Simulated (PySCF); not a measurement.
Start geometry of `Ic1cpco1` from GFN2-xTB (Å):
```
atom  x, y, z in Å
I1     2.6923   -1.0981    0.5382
C2     0.7846   -0.2564    0.1315
C3     0.4710    0.9891   -0.3188
P4    -1.2287    1.1654   -0.4839
C5    -1.3946   -0.4595    0.0527
O6    -0.2394   -1.0640    0.3449
H7     1.2284    1.7490   -0.5229
H8    -2.2585   -1.0445    0.2058
```

**Question.** What comes out of this run: PBE0-D3(BJ)/def2-SVP geometry optimisation, gas phase, def2 core potentials past Kr (PySCF)?

**Answer.** 
```
atom  x, y, z in Å
I1     2.5426   -0.8269    1.1859
C2     0.7755   -0.1863    0.3103
C3     0.5471    0.9047   -0.4653
P4    -1.1686    0.9699   -0.9463
C5    -1.3914   -0.4704   -0.0551
O6    -0.2941   -0.9595    0.5473
H7     1.3187    1.6222   -0.7406
H8    -2.2844   -1.0728    0.1134
```

The energy falls by 10.7 kJ/mol over 7 energy and gradient evaluations, the largest force component goes from 0.0338 to 1.7e-04 Eh/bohr, and the atoms move by 0.026 Å rms after alignment. The bond that changes most is C3–P4 (ends: aromatic CH carbon; phosphorus bonded to 2 C), which lengthens by 0.066 Å. Bonds longer at the end by more than 0.005 Å: 4 of 8; shorter: 2. Rotational constants go from 7513, 697.2, 638.0 to 7517, 702.6, 642.5 MHz. The orientation of the end geometry is arbitrary; only internal coordinates are fixed.

The run used 110 basis functions and 55 SCF cycles in all. The run took 40 s on one thread, Arm Neoverse V2 (aarch64), shared host with 96 logical CPUs at a one-minute load of 42, and the process peaked at 0.46 GiB of memory.

Not checked by PBE0-D3(BJ)/def2-SVP frequencies.
